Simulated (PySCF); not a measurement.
Species: 1,1,1,3,3-pentafluoropropane, C3H3F5.
Atom-mapped SMILES: `[F:1][CH:2]([F:3])[CH2:4][C:5]([F:6])([F:7])[F:8]` (hydrogens: H9 on C2; H10, H11 on C4)

Geometry (PBE0-D3(BJ)/def2-SVP, Å), atoms numbered from 1 in this order:
```xyz
11
C3H3F5 angstrom
F      1.3493    1.0847    1.6716
C      1.0132    0.1236    0.7853
F      2.0305   -0.0120   -0.0881
C     -0.2471    0.5442    0.0643
C     -0.8446   -0.5364   -0.8009
F     -1.9745   -0.1137   -1.3705
F     -1.1388   -1.6224   -0.0731
F     -0.0169   -0.9196   -1.7710
H      0.8928   -0.8293    1.3294
H     -0.0241    1.4199   -0.5619
H     -1.0012    0.8339    0.8091
```

Method used: PySCF, PBE0-D3(BJ)/def2-SVP geometry optimisation, gas phase.

Take the most abundant isotopes and a rigid rotor. The values belong to one conformer with, in the numbering `[F:1][CH:2]([F:3])[CH2:4][C:5]([F:6])([F:7])[F:8]`, F1–C2–C4–C5 -171°.

(1) What are A, B and C (cm⁻¹)?

(2) Classify the top.

(3) Is it planar, by Δ = Ic − Ia − Ib?

(4) List the rotational levels J(Ka,Kc) to J = 3 (K).

(5) Which lines would a microwave search look for?

(6) Estimate the classical rotational partition function at 50 K, 100 K and 298.15 K.

Results:

(1) Ia = 135.78, Ib = 402.61, Ic = 439.80 u·Å²; 505379 MHz·u·Å²/I gives 3722, 1255 and 1149 MHz, that is A = 0.12415, B = 0.04187, C = 0.03833 cm⁻¹.

(2) A near-prolate asymmetric top: κ = (2 × 1255 − 3722 − 1149)/(3722 − 1149) = -0.92.

(3) Not planar: Δ = Ic − Ia − Ib = -98.59 u·Å². For a rigid frame Δ = −2 Σ m c², so Σ m c² = 49.29 u·Å² lies off the ab plane: 4.43 from hydrogen and 44.87 from heavier atoms. The atom farthest from that plane is 1.56 Å away.

(4) Above 0(0,0), as E/k:
J = 1: 1(0,1) 0.115, 1(1,1) 0.234, 1(1,0) 0.239
J = 2: 2(0,2) 0.346, 2(1,2) 0.459, 2(1,1) 0.475, 2(2,1) 0.830, 2(2,0) 0.830
J = 3: 3(0,3) 0.692, 3(1,3) 0.798, 3(1,2) 0.828, 3(2,2) 1.176, 3(2,1) 1.177, 3(3,1) 1.781, 3(3,0) 1.781
The levels of one J sum to (2J + 1)J(J + 1)(A + B + C)/3.

(5) The dipole components are |μa| = 0.09 D, |μb| = 1.40 D, |μc| = 0.01 D. The squared components, which scale the intensities, stand as 0.00 : 1.00 : 0.00 (a : b : c). Some lines, for components of 0.1 D or more:

```json
{"type": "b", "branch": "R", "J(Ka,Kc)": "2(0,2) ← 1(1,1)", "MHz": "2339", "lower level (cm⁻¹)": "0.162"}
{"type": "b", "branch": "Q", "J(Ka,Kc)": "1(1,0) ← 1(0,1)", "MHz": "2573", "lower level (cm⁻¹)": "0.080"}
{"type": "b", "branch": "R", "J(Ka,Kc)": "4(1,3) ← 3(2,2)", "MHz": "2579", "lower level (cm⁻¹)": "0.817"}
{"type": "b", "branch": "Q", "J(Ka,Kc)": "3(1,2) ← 3(0,3)", "MHz": "2853", "lower level (cm⁻¹)": "0.481"}
{"type": "b", "branch": "Q", "J(Ka,Kc)": "4(1,3) ← 4(0,4)", "MHz": "3092", "lower level (cm⁻¹)": "0.800"}
{"type": "b", "branch": "R", "J(Ka,Kc)": "3(0,3) ← 2(1,2)", "MHz": "4836", "lower level (cm⁻¹)": "0.319"}
{"type": "b", "branch": "R", "J(Ka,Kc)": "1(1,1) ← 0(0,0)", "MHz": "4871", "lower level (cm⁻¹)": "0.000"}
{"type": "b", "branch": "R", "J(Ka,Kc)": "2(1,2) ← 1(0,1)", "MHz": "7169", "lower level (cm⁻¹)": "0.080"}
{"type": "b", "branch": "R", "J(Ka,Kc)": "4(0,4) ← 3(1,3)", "MHz": "7368", "lower level (cm⁻¹)": "0.555"}
{"type": "b", "branch": "Q", "J(Ka,Kc)": "2(2,0) ← 2(1,1)", "MHz": "7404", "lower level (cm⁻¹)": "0.330"}
{"type": "b", "branch": "Q", "J(Ka,Kc)": "2(2,1) ← 2(1,2)", "MHz": "7719", "lower level (cm⁻¹)": "0.319"}
{"type": "b", "branch": "Q", "J(Ka,Kc)": "3(2,2) ← 3(1,3)", "MHz": "7880", "lower level (cm⁻¹)": "0.555"}
{"type": "b", "branch": "Q", "J(Ka,Kc)": "4(2,3) ← 4(1,4)", "MHz": "8096", "lower level (cm⁻¹)": "0.868"}
{"type": "b", "branch": "R", "J(Ka,Kc)": "3(1,3) ← 2(0,2)", "MHz": "9416", "lower level (cm⁻¹)": "0.240"}
{"type": "b", "branch": "R", "J(Ka,Kc)": "2(2,1) ← 1(1,0)", "MHz": "12315", "lower level (cm⁻¹)": "0.166"}
{"type": "b", "branch": "R", "J(Ka,Kc)": "2(2,0) ← 1(1,1)", "MHz": "12425", "lower level (cm⁻¹)": "0.162"}
{"type": "b", "branch": "Q", "J(Ka,Kc)": "3(3,0) ← 3(2,1)", "MHz": "12585", "lower level (cm⁻¹)": "0.818"}
{"type": "b", "branch": "Q", "J(Ka,Kc)": "3(3,1) ← 3(2,2)", "MHz": "12602", "lower level (cm⁻¹)": "0.817"}
{"type": "b", "branch": "Q", "J(Ka,Kc)": "4(3,2) ← 4(2,3)", "MHz": "12611", "lower level (cm⁻¹)": "1.138"}
{"type": "b", "branch": "R", "J(Ka,Kc)": "4(2,2) ← 3(1,3)", "MHz": "17545", "lower level (cm⁻¹)": "0.555"}
{"type": "b", "branch": "Q", "J(Ka,Kc)": "4(4,1) ← 4(3,2)", "MHz": "17633", "lower level (cm⁻¹)": "1.559"}
{"type": "b", "branch": "R", "J(Ka,Kc)": "4(4,1) ← 3(3,0)", "MHz": "27257", "lower level (cm⁻¹)": "1.238"}
{"type": "b", "branch": "R", "J(Ka,Kc)": "4(4,0) ← 3(3,1)", "MHz": "27257", "lower level (cm⁻¹)": "1.238"}
```

(6) Point group C1, symmetry number σ = 1; q = (√π/σ)·√((kT/h)³/(ABC)), k/h = 20836.6 MHz/K: 25700 at 50 K, 72800 at 100 K, 375000 at 298.15 K.

No PBE0-D3(BJ)/def2-SVP frequencies stand behind this structure, so it isn't proved a minimum. Zero-point vibration and centrifugal distortion are left out.
